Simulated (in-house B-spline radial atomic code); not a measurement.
How numerical settings move a run on Nb VIII (Nb7+), [Ar] 3d10 4s2 4p4. Computed with a B-spline radial code for spherical atoms: Dirac-Kohn-Sham PBE, spherical fractional occupations, Fermi nucleus of rms radius 4.324 fm.

Command:
```bash
python run_scf.py task.json out
```
Settings of the sound reference run:
```
Z                41
electrons        34
configuration    [Ar] 3d10 4s2 4p4
hamiltonian      dirac
method           pbe,pbe
spin_polarised   False
nucleus          fermi
rms_radius       4.324
mass_number      93
atomic_mass      92.90637
speed_of_light   137.036
knot_spacing     0.22
spline_order     8
gauss_points     12
box_radius       7.79
max_iterations   70
damping          0.5
damped_steps     3
diis_vectors     10
tolerance        1e-08
start            Thomas-Fermi
```

Run time, properties included: 1.5 s on 1 thread of Arm Neoverse N1, with other jobs on the host.

It converges in 9 iterations to -3806.967352 hartree, with 4p3/2 at -129.244 eV. The other runs change the listed settings, some to values that make no sense; their results aren't properties of the atom or ion. Radii are in bohr (the nuclear one in fm), a minus after a letter asks for a j subshell, and «unchanged» means within 1e-8 hartree. The run stops when the residual is below 10 × tolerance × max(1, Z/10), or a noise floor if that is larger, and the energy moves by less than 1e-8 × √|E| hartree; so very loose and very tight tolerances often act alike.

```tsv
changed settings	outcome
knot_spacing = 0.4	converged in 9 iterations, energy +5.87e-04 hartree from the reference, 4p3/2 level +2.9e-04 eV
damped_steps = 8	converged in 13 iterations, energy unchanged, 4p3/2 level +2.2e-06 eV
knot_spacing = 2	converged in 9 iterations, energy +2.05e+02 hartree from the reference, 4p3/2 level +9.4e-01 eV (the program warns: 4p3/2 reaches the box edge; 1s1/2 reaches the box edge)
damped_steps = 30	converged in 19 iterations, energy unchanged, 4p3/2 level +1.3e-06 eV
gauss_points = 3, box_radius = 0.47, max_iterations = 50, tolerance = 1e-13	converged in 7 iterations, energy +1.24e+03 hartree from the reference, 4p3/2 level +4.0e+03 eV (the program warns: 4p3/2 has a positive eigenvalue: unbound, held by the box; 3s1/2 has a positive eigenvalue: unbound, held by the box)
knot_spacing = 0.55	converged in 9 iterations, energy +9.40e-02 hartree from the reference, 4p3/2 level -4.0e-03 eV
knot_spacing = 0.55, box_radius = 1.17, first_knot = 0.00732, max_iterations = 60, damping = 0.2	converged in 8 iterations, energy +3.49e+01 hartree from the reference, 4p3/2 level +2.0e+02 eV (the program warns: 4p3/2 has a positive eigenvalue: unbound, held by the box; 4s1/2 has a positive eigenvalue: unbound, held by the box)
knot_spacing = 0.3	converged in 9 iterations, energy +2.82e-05 hartree from the reference, 4p3/2 level -2.1e-04 eV
damped_steps = 0	converged in 7 iterations, energy unchanged, 4p3/2 level -4.5e-06 eV
knot_spacing = 0.15	converged in 9 iterations, energy -1.71e-06 hartree from the reference, 4p3/2 level -2.2e-05 eV
spline_order = 7, box_radius = 1.56, max_iterations = 60	converged in 8 iterations, energy +7.63e+00 hartree from the reference, 4p3/2 level +5.3e+01 eV (the program warns: 4p3/2 reaches the box edge; 3s1/2 reaches the box edge)
gauss_points = 16, max_iterations = 75, diis_vectors = 4	converged in 9 iterations, energy unchanged
knot_spacing = 1	converged in 8 iterations, energy +7.48e+00 hartree from the reference, 4p3/2 level +2.8e-01 eV (the program warns: 2s1/2 reaches the box edge; 3s1/2 reaches the box edge)
electrons = 37, configuration = [Ar] 3d10 4s2 4p4 5s3, max_iterations = 60	stopped with error: shell 5s holds at most 2 electrons
```

Q: What happens with knot_spacing = 1.4?

A: Converged in 9 iterations, energy +6.65e+01 hartree from the reference, 4p3/2 level +7.4e-01 eV (the program warns: 4p3/2 reaches the box edge; 1s1/2 reaches the box edge).

Q: What happens with start = bare nucleus?

A: Converged in 9 iterations, energy unchanged, 4p3/2 level +1.2e-06 eV.

Q: What happens with method = hf, speed_of_light = 36.90379?

A: Converged in 10 iterations to -5005.6015 hartree, a different physical problem.

Q: What happens with knot_spacing = 0.75?

A: Converged in 9 iterations, energy +2.48e+00 hartree from the reference, 4p3/2 level -4.0e-02 eV (the program warns: 2s1/2 reaches the box edge; 3s1/2 reaches the box edge).
